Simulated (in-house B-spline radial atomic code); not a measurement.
RPA and G0W0 on PBEsol: Ga⁸⁺

Configuration [Ar] 3d5, highest spin, mean-field start PBEsol. Computed with a B-spline radial code for spherical atoms: all electrons, scalar-relativistic (spin-free one-electron X2C), finite nucleus, each spin shell either full or empty, empty states to l = 9 with an (l + 1/2)⁻⁴ tail; G0W0 by contour deformation at full frequency.

Command:
```bash
python run_gw.py task.json out
```
Settings (radii: box in bohr, nucleus in fm):
```
Z                        31
electrons                23
configuration            [Ar] 3d5
hamiltonian              x2c
method                   pbesol
lmax                     9
rms_radius               3.9973
spin_polarised           True
box_radius               7.7
intervals                66
```

Cost of the run: 2.4 s on 1 thread of Arm Neoverse V1, with other jobs on the host.

Energies (hartree):

```csv
term,value
mean-field total,-1918.85867
Hartree-Fock functional on these orbitals,-1919.57068
direct second order,-1.7977
second-order exchange,0.58722
SOSEX correction,0.55104
```

What is the RPA correlation energy, and what remains with SOSEX?

RPA gives -1.6259 hartree (-1.92 eV per electron); RPA + SOSEX gives -1.0749, and the second-order doubles -1.2105 hartree (no singles). SOSEX takes back 34 % of the RPA value.

Quasi-particle levels (eV):

```json
{"level": "3d up", "occupied": "yes", "mean field": "-194.63", "Σx - vxc": "-18.95", "Σc": "?", "QP weight": "?", "G0W0": "?"}
{"level": "3p down", "occupied": "yes", "mean field": "-267.72", "Σx - vxc": "-16.42", "Σc": "0.22", "QP weight": "0.967", "G0W0": "-283.92"}
{"level": "3d down", "occupied": "no", "mean field": "-185.56", "Σx - vxc": "20.55", "Σc": "-5.79", "QP weight": "0.972", "G0W0": "-170.80"}
```

G0W0 = mean field + (Σx - vxc) + Σc, with Σc (partial-wave tail included) taken at the quasi-particle energy. Only the outer levels were computed. Levels of low weight are left out.

Where does G0W0 put 3d up?

At -211.80 eV, with Σc = 1.79 eV and a quasi-particle weight of 0.970. The tabulated removal energy is 211 ± 2.2 eV (NIST, tabulated theory); the calculation leaves out spin-orbit coupling, Breit and QED terms, and what these don't explain is the method's own error.
